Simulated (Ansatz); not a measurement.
Cost and result for the atomization energy of C6H4N2, SMILES `N#Cc1ccccn1` (12 atoms, 12 bonds).

```xyz
12

N     0.627   -3.563   -0.563
C     0.511   -2.433   -0.384
C     0.312   -1.027   -0.161
C    -0.985   -0.528   -0.092
C    -1.147    0.829    0.123
C    -0.020    1.620    0.258
C     1.230    1.018    0.172
N     1.406   -0.278   -0.033
H    -1.830   -1.195   -0.205
H    -2.139    1.259    0.184
H    -0.099    2.687    0.428
H     2.134    1.611    0.274
```

The species carries charge 0 and has multiplicity 1. Geometry: relaxed with PBE0-D4/def2-TZVP. Program: Ansatz. All runs use 2 threads of an AMD EPYC 7R13 on a shared host and a share of an NVIDIA H100 80 GB. Times are those of one run each, without the atoms' runs, and a repeat can differ threefold. Electronic energies, without spin–orbit coupling; frozen cores. CCSD(T)/CBS adds CCSD(T) − MP2 in def2-TZVPP to the MP2 limit, and its time is that of the two runs behind it. T1 = 0.012; the RHF reference is unstable towards UHF. B3LYP takes the VWN-RPA correlation (the form of Gaussian; ORCA's B3LYP/G). HSE06 is the plane-wave form, built on full-range PBE exchange.

CCSD(T)/CBS is a level of theory with its own doubt, some kJ/mol a heavy atom from the limit and from the frozen cores, so smaller differences don't rank the functionals.

```
                             level  functions  wall time  atomization (kcal/mol)  difference from CCSD(T)/CBS  per bond
               HSE06-D4/def2-TZVPP        304      2.1 s                  1464.2                         36.1       3.0
             r2SCANh-D4/def2-TZVPP        304      2.5 s                  1428.8                          0.7       0.1
                BLYP-D4/def2-TZVPP        304      2.6 s                  1457.3                         29.2       2.4
           CAM-B3LYP-D4/def2-TZVPP        304      2.9 s                  1443.5                         15.4       1.3
r2SCAN-D4/def2-TZVPP (with forces)        304      3.2 s                  1442.9                         14.8       1.2
               BHLYP-D4/def2-TZVPP        304      3.4 s                  1378.1                        -50.0      -4.2
                  CCSD(T)/def2-SVP        132      3.8 s                  1371.1                        -57.0      -4.7
               PBE-QIDH/def2-TZVPP        304      4.2 s                  1438.6                         10.5       0.9
 B3LYP-D4/def2-TZVPP (with forces)        304      4.5 s                  1443.2                         15.1       1.3
                 B2PLYP/def2-TZVPP        304      4.6 s                  1430.0                          1.9       0.2
                    MP2/def2-QZVPP        576        6 s                  1467.4                         39.3       3.3
                CCSD(T)/def2-TZVPP        304      9.1 s                  1388.5                        -39.6      -3.3
                 CCSD(T)/CBS(def2)          –       15 s                  1428.1                          0.0       0.0
```

In def2-TZVPP, CCSD(T) changes the Hartree–Fock value by +393.1 kcal/mol (the triples alone add +35.4 kcal/mol) and MP2 by +448.7 kcal/mol; breaking electron pairs costs correlation energy, which Hartree–Fock lacks. At CCSD(T), def2-SVP lies −57.0 kcal/mol from the extrapolated value and def2-TZVPP −39.5 kcal/mol: correlation converges slowly with the basis, and small sets miss more of it in the bonded molecule than in its fragments. The D4 term adds +12.5 kcal/mol with B3LYP and +6.5 kcal/mol with PBE0; it sums over pairs of atoms, weighted by their polarisabilities, and B3LYP, whose exchange is more repulsive, gets the larger term.
